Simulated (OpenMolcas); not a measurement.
# Se²⁺: effect of the active space

- Program: OpenMolcas 26.06
- Method: CASSCF
- Basis: ANO-RCC-VDZP
- Scalar Hamiltonian: DKH2, point nucleus
- Spin-orbit coupling: state interaction with AMFI integrals over the reference wave functions, term energies averaged over their components

A. 2 electrons in 3 orbitals (4p); 2S+1 = 3 even, 3 roots; 2S+1 = 1 even, 6 roots; cost roughly 1.5 core-seconds
B. 4 electrons in 4 orbitals (4s 4p); 2S+1 = 3 even, 6 roots; 2S+1 = 1 even, 11 roots; 2S+1 = 5 odd, 1 root; 2S+1 = 3 odd, 9 roots; 2S+1 = 1 odd, 8 roots; cost roughly 9 core-seconds

Energies in cm⁻¹ above 4s² 4p² ³P₀, the measured ground level; measured values from Moore, Atomic Energy Levels, vol. II, NSRDS-NBS 35 (1971 reprint of NBS Circular 467, 1952).

```
      Level      A      B  Measured
4s² 4p² ³P₀    0.0    0.0       0.0
4s² 4p² ³P₁   1421   1467      1741
4s² 4p² ³P₂   3457   3453      3937
4s² 4p² ¹D₂  15252  15284     13032
4s² 4p² ¹S₀  33930  27114
```

Deviations, from unrounded energies. A percentage is the sum of absolute deviations over the sum of measured energies, with the sign that they share, or ± where signs differ.

```csv
Against measurement,Levels,A,B
mean absolute deviation (cm-1),3,1000,1000
fine structure of the ground term (%),2,-14.1,-13.4
other terms of the ground configuration (%),1,+17.0,+17.3
```

A, B lie about equally close to measurement. The largest miss of B in the table is 4s² 4p² ¹D₂, by +2300 cm-1. The ranking rests on the paired levels alone, and a cruder setting can come out closer through cancelling errors.

Between A and B the level of the table that moves most is 4s² 4p² ¹S₀, by 6800 cm-1 (lowest in B, highest in A).

With the s shell closed, the reference lacks s² → p² mixing (holds for A). Computed and measured levels are paired by configuration, term and J; levels that our copy of the source lacks, or whose pairing is in doubt (as where it misses far off the trend of its configuration), stay unpaired and out of the deviations. Levels of configurations outside the active space are missing. Levels that lie high or do not pair safely by name in every column are left out.
